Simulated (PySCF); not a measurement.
C2H10AsGa.
Z-matrix (Å and degrees, PBE0-D3(BJ)/def2-SVP geometry), rows numbered from 1:
```
C 
C   1  1.5176
As  2  1.9534  1  115.35
Ga  3  2.5932  2  117.00  1  -179.05
H   1  1.1008  2  111.65  3   -60.24
H   1  1.1008  2  111.65  3    60.36
H   1  1.1015  2  110.63  3  -179.93
H   2  1.1015  1  111.91  3  -120.38
H   2  1.1015  1  111.91  3   120.46
H   3  1.5142  2  100.36  1    50.34
H   3  1.5143  2  100.21  1   -48.73
H   4  1.5808  3   96.34  2    58.78
H   4  1.5809  3   96.35  2   -60.34
H   4  1.5774  3   99.25  2   179.26
```

Computed, not measured: PBE0-D3(BJ)/def2-SVP geometry optimisation, gas phase (PySCF).

Take the most abundant isotopes and a rigid rotor. The values belong to one conformer with, in the numbering `[CH3:1][CH2:2][AsH2+:3][GaH3-:4]`, C1–C2–As3–Ga4 -179°.

Task: What are A, B and C (MHz)?

Result: Ia = 58.20, Ib = 529.18, Ic = 568.48 u·Å²; 505379 MHz·u·Å²/I gives A = 8683, B = 955.0, C = 889.0 MHz.

Task: What kind of rotor is it?

Result: A near-prolate asymmetric top: κ = (2 × 955.0 − 8683 − 889.0)/(8683 − 889.0) = -0.98.

Task: What does the inertial defect say?

Result: Not planar: Δ = Ic − Ia − Ib = -18.90 u·Å². For a rigid frame Δ = −2 Σ m c², so Σ m c² = 9.45 u·Å² lies off the ab plane, practically all of it from hydrogen. The atom farthest from that plane is 1.37 Å away.

Task: Give the other two planar moments, Paa and Pbb, and the rms extents of the mass along the axes.

Result: Paa = Σ m a² = (Ib + Ic − Ia)/2 = 519.73 and Pbb = Σ m b² = (Ia + Ic − Ib)/2 = 48.75 u·Å². With the mass M = 177.93 u, the rms extents √(P/M) along a, b and c are 1.71, 0.52, 0.23 Å.

Task: Give the coordinates in the principal-axis frame, origin at the centre of mass.

Result: The sense of each axis is arbitrary; atoms in the order of the calculation.
| atom | mass (u) | a (Å) | b (Å) | c (Å) |
| --- | --- | --- | --- | --- |
| C1 | 12.000 | -3.436 | -0.519 | -0.010 |
| C2 | 12.000 | -1.986 | -0.967 | 0.011 |
| As3 | 74.922 | -0.666 | 0.474 | 0.001 |
| Ga4 | 68.926 | 1.833 | -0.219 | -0.001 |
| H5 | 1.008 | -3.683 | 0.099 | 0.866 |
| H6 | 1.008 | -3.666 | 0.070 | -0.911 |
| H7 | 1.008 | -4.110 | -1.390 | -0.002 |
| H8 | 1.008 | -1.736 | -1.595 | -0.859 |
| H9 | 1.008 | -1.754 | -1.569 | 0.904 |
| H10 | 1.008 | -1.194 | 1.334 | 1.130 |
| H11 | 1.008 | -1.199 | 1.318 | -1.137 |
| H12 | 1.008 | 1.781 | -1.056 | -1.341 |
| H13 | 1.008 | 1.797 | -1.009 | 1.367 |
| H14 | 1.008 | 2.493 | 1.214 | -0.029 |

Task: Where do the levels up to J = 4 lie, in MHz?

Result: Above 0(0,0):
J = 1: 1(0,1) 1844, 1(1,1) 9572, 1(1,0) 9638
J = 2: 2(0,2) 5532, 2(1,2) 13194, 2(1,1) 13392, 2(2,1) 36576, 2(2,0) 36576
J = 3: 3(0,3) 11062, 3(1,3) 18627, 3(1,2) 19023, 3(2,2) 42108, 3(2,1) 42110, 3(3,1) 80913, 3(3,0) 80913
J = 4: 4(0,4) 18434, 4(1,4) 25870, 4(1,3) 26530, 4(2,3) 49484, 4(2,2) 49490, 4(3,2) 88290, 4(3,1) 88290, 4(4,1) 142616, 4(4,0) 142616
The levels of one J sum to (2J + 1)J(J + 1)(A + B + C)/3.

Task: Which lines would a microwave search look for?

Result: The dipole components are |μa| = 4.90 D, |μb| = 0.35 D, |μc| = 0.00 D; the mirror of this Cs structure is the ab plane, so μc vanishes by symmetry (the 0.01 D computed is a residue) and there are no c-type lines. Intensities carry the squares of the components, which stand as 1.00 : 0.00 (a : b). Some lines, for components of 0.1 D or more:

| type | branch | J(Ka,Kc) | MHz | lower level (cm⁻¹) |
| --- | --- | --- | --- | --- |
| a | R | 1(0,1) ← 0(0,0) | 1844 | 0.000 |
| a | R | 2(1,2) ← 1(1,1) | 3622 | 0.319 |
| a | R | 2(0,2) ← 1(0,1) | 3688 | 0.062 |
| a | R | 2(1,1) ← 1(1,0) | 3754 | 0.321 |
| b | Q | 1(1,0) ← 1(0,1) | 7794 | 0.062 |
| b | Q | 2(1,1) ← 2(0,2) | 7860 | 0.185 |
| b | R | 1(1,1) ← 0(0,0) | 9572 | 0.000 |
| b | R | 2(1,2) ← 1(0,1) | 11350 | 0.062 |
| b | Q | 2(2,0) ← 2(1,1) | 23184 | 0.447 |
| b | Q | 2(2,1) ← 2(1,2) | 23382 | 0.440 |
| b | R | 2(2,1) ← 1(1,0) | 26938 | 0.321 |
| b | R | 2(2,0) ← 1(1,1) | 27004 | 0.319 |

Stationary, but not proved a minimum. Constants of a rigid frame at the computed geometry: no zero-point averaging, no centrifugal distortion. A rigid rotor knows nothing of internal rotation, which can split or shift real lines. Quadrupole hyperfine structure (69Ga, 75As) is left out.
